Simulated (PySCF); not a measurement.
## Shifts of the heteroatoms

Bonds (- single, = double, # triple, : aromatic): C1=C2, C2-C3, C2-Si4, Si4-C5, C5-C6, C6-C7, C7#N8, C6-C9, C9-Si4. C1 carries H10, H11; C3 carries H12, H13, H14; Si4 carries H15; C5 carries H16, H17; C6 carries H18; C9 carries H19, H20. Stereochemistry as in C=C(C)[Si@H]1C[C@H](C#N)C1. H17, H19 are cis to C2 on the ring; H10 is cis to C3; H16, H20 are trans to C2 on the ring; H11 is trans to C3.

Level of theory: shieldings: GIAO PBE0/pcSseg-1, GFN2-xTB geometry, in PySCF (a single conformation, non-relativistic Hamiltonian, gas phase, rapidly exchanging positions averaged).

(1) Where does ²⁹Si resonate?

(2) Predict the ¹⁵N NMR data.

## Answers

(1) 
```
atoms                                     environment  σ (ppm)  δ (ppm)
  Si4  silicon bonded to 3 C, H, in a 4-membered ring    356.7    -13.2
```

Shieldings were converted by a linear fit to measured shifts: ²⁹Si (scatter 8.9 ppm rms, 25.8 ppm with the 6 outliers that the fit left out vs TMS, solution or neat liquid). A few per cent of atoms miss by over 2 rms, more outside the fitted compound classes.

On a 500 MHz spectrometer ²⁹Si resonates near 99.3 MHz, so 1 ppm is 99.3 Hz.

(2) 
```
atoms       environment  σ (ppm)  δ (ppm)
   N8  nitrile nitrogen    -30.8   -119.7
```

Shieldings were converted by a linear fit to measured shifts: ¹⁵N: δ = -148.07 − 0.921σ (rms 6.3 ppm, 71 shifts vs CH3NO2, solution or neat liquid). Occasional misses reach two or three times the rms, and more in compound classes unlike the fitted ones.

On a 400 MHz spectrometer ¹⁵N resonates near 40.5 MHz, so 1 ppm is 40.5 Hz.
